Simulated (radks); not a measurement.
Values are calculated unless marked as measured or tabulated.
How relativity changes the ionisation of the zinc ion Zn+ ([Ar] 3d10 4s1) to Zn2+ ([Ar] 3d10). Spin-unpolarised spherical Kohn-Sham, LDA (Slater exchange, Perdew-Wang correlation), point nucleus unless stated (finite: rms radius 3.9283 fm), a radial shooting solver on a logarithmic mesh with Libxc functionals. A level marked "c x" has the speed of light scaled by that factor.

\begin{tabular}{lrrrrr}
level & E(Zn+) (hartree) & E(Zn2+) (hartree) & IE (eV) & HOMO & <r> HOMO (bohr) \\ \hline
non-rel. & -1776.19551 & -1775.51962 & 18.392 & 4s & 2.417 \\
scalar-rel. & -1792.94597 & -1792.25643 & 18.763 & 4s & 2.378 \\
scalar-rel., finite nucleus & -1792.93721 & -1792.24768 & 18.763 & 4s & 2.378 \\
Dirac & -1793.01117 & -1792.32163 & 18.763 & 4s1/2 & 2.378 \\
Dirac, finite nucleus & -1793.00241 & -1792.31287 & 18.763 & 4s1/2 & 2.378 \\
Dirac, c x 1.25 & -1786.86564 & -1786.18112 & 18.627 & 4s1/2 & 2.392 \\
Dirac, c x 1.5 & -1783.57124 & -1782.88940 & 18.554 & 4s1/2 & 2.400 \\
Dirac, c x 3 & -1778.02515 & -1777.34779 & 18.432 & 4s1/2 & 2.412 \\
\end{tabular}

NIST Atomic Spectra Database: 17.964 eV (measured). The relativistic part of the total energy of Zn+ is -16.81 hartree (Dirac, finite nucleus), 0.95 % of the non-relativistic value. Spin polarisation and multiplet splitting of open shells are left out at every level.

Beside tabulated values, note that spin-unpolarised runs miss the spin-polarisation part of the exchange energy of open shells.
